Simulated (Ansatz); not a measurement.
Consider the ligand exchange at a Mg–O bond: `C[O][Mg][O]C` + H–F → `C[O][Mg][F]` + CH₃OH.

Computed with Ansatz on PBE0-D4/def2-TZVP structures; ΔE is electronic, products minus reactants. CCSD(T)/CBS adds triple-zeta CCSD(T) − MP2 to the extrapolated MP2 energy (def2 sets, frozen cores). This one scheme is used for every species. Functionals use def2-TZVPP. For Mg outer-core shells are correlated without core-valence functions, which leaves a few kJ/mol of doubt a bond. One conformer a species, not always the lowest.

Is it downhill or uphill in electronic energy at CCSD(T)/CBS, and by how much? (Estimate.)

Ansatz gave: Downhill: ΔE = -0.60 eV.

What do these levels give: BHLYP-D4, RPA@PBE/def2-TZVPP, CCSD/def2-TZVPP, CCSD(T)/def2-TZVPP, HF/def2-QZVPP, SCS-MP2/def2-QZVPP? (Best estimate.)

Ansatz gave: BHLYP-D4 -0.65, RPA@PBE/def2-TZVPP -0.61, CCSD/def2-TZVPP -0.62, CCSD(T)/def2-TZVPP -0.61, HF/def2-QZVPP -0.70, SCS-MP2/def2-QZVPP -0.62 eV.

Largest T1 diagnostic among the species: 0.012.

In def2-TZVPP, CCSD(T) changes the Hartree–Fock value by +0.07 eV (the triples alone add +0.00 eV) and MP2 by +0.09 eV. Leaving LDA and LC-ωPBE aside and taking each functional with its dispersion term where it has one, the values, not all of them listed here, spread over 0.07 eV, from B97M-V to PBE-QIDH. LDA lies +0.09 eV from PBE without D4. The D4 term adds +0.03 eV with B3LYP and +0.02 eV with PBE0; it sums over pairs of atoms, weighted by their polarisabilities, and B3LYP, whose exchange is more repulsive, gets the larger term.

B3LYP here is the variant with VWN-RPA as its local correlation; programs differ in this.
